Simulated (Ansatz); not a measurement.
Task: Predict a relaxed structure of Si(OMe)Me3 (C4H12OSi), charge 0, singlet, at r2SCAN-D4/def2-SVP (Ansatz).

Result: 
Cartesian coordinates in Å:
```
Si -0.160 0.284 -0.182
O -0.290 -0.096 1.450
C 0.347 -1.188 2.059
H 0.028 -2.157 1.627
H 0.089 -1.199 3.131
H 1.451 -1.130 1.980
C -0.796 -1.146 -1.222
H -1.834 -1.402 -0.951
H -0.183 -2.053 -1.096
H -0.783 -0.890 -2.295
C 1.634 0.639 -0.614
H 2.041 1.448 0.015
H 1.733 0.951 -1.667
H 2.276 -0.248 -0.476
C -1.219 1.805 -0.407
H -0.862 2.629 0.230
H -2.266 1.598 -0.131
H -1.207 2.154 -1.452
```
Point group Cs (tolerance 0.1 Å). This is one stationary point.
